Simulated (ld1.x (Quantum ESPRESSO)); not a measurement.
**Transferability test, TM potential for bismuth**

bismuth (Bi), norm-conserving Troullier–Martins (Kleinman–Bylander form), made with ld1.x (Quantum ESPRESSO) 7.5 (LDA (PZ), scalar-relativistic). Core [Xe], reference 4f14 5d10 6s2 6p3. Waves: 6s (bound): rc 1.60 bohr; 6p (bound): rc 2.50 bohr; 4f (bound): rc 0.65 bohr; 5d (bound): rc 1.45 bohr. Local part: the d channel. Core correction: Bessel-smoothed model core, default radius (core density twice the valence density).

Energies are relative to the spin-unpolarised reference configuration 4f14 5d10 6s2 6p3; without spin polarisation the order of configurations can differ from experiment. Not all tests gave a result: 5 of 9 tests not solved or not reliable. Left out of the table: 4f14 5d10 6s2 6p1 (solver errors, printed error -18 meV); 4f14 5d10 6s2 6p0 (solver errors, printed error -33 meV); 4f14 5d9 6s2 6p4 (solver errors, printed error -12962 eV); 4f14 5d10 6s2 6p3 (spin-polarised) (solver errors, printed error +7.1 meV); 4f14 5d10 6s2 6p2 (spin-polarised) (solver errors, printed error +0.2 meV). The frozen-core shift is the all-electron ΔE with the core orbitals held at their reference shape minus the fully relaxed ΔE.

```
valence configuration  charge  ΔE all-electron (eV)  error AE − PS (meV)  frozen-core shift (meV)
    4f14 5d10 6s2 6p2      +1                 8.154                 -5.5                      n/a
    4f14 5d10 6s0 6p5       0                20.722                  -36                      n/a
```

Q: What are ΔE and the potential's error for 4f14 5d10 6s1 6p0?

A: ΔE = 93.349 eV all-electron; the error (AE − PS) is -47 meV.

Q: What are ΔE and the potential's error for 4f14 5d10 6s2 6p2.5?

A: ΔE = 3.208 eV all-electron; the error (AE − PS) is -1.9 meV.

Levels in the configuration 4f14 5d10 6s2 6p2.5:

| level | all-electron (eV) | pseudo (eV) |
| --- | --- | --- |
| 4f | -156.869 | -156.834 |
| 5d | -31.079 | -31.073 |
| 6s | -18.460 | -18.462 |
| 6p | -8.113 | -8.115 |

These tests converged, but a pseudo level misses the all-electron one widely, so the file describes the atom poorly there or has found another state: 4f14 5d10 6s1 6p0: empty 6p by 4.4 eV.

A Bessel basis up to 400 Ry misses an occupied level by 2.96 Ry, so cutoffs were not judged. Note: ghost states, extra bound levels that the all-electron valence spectrum of the same l lacks: s at -92.7 eV, p at -27.2 eV (other channels not judged).
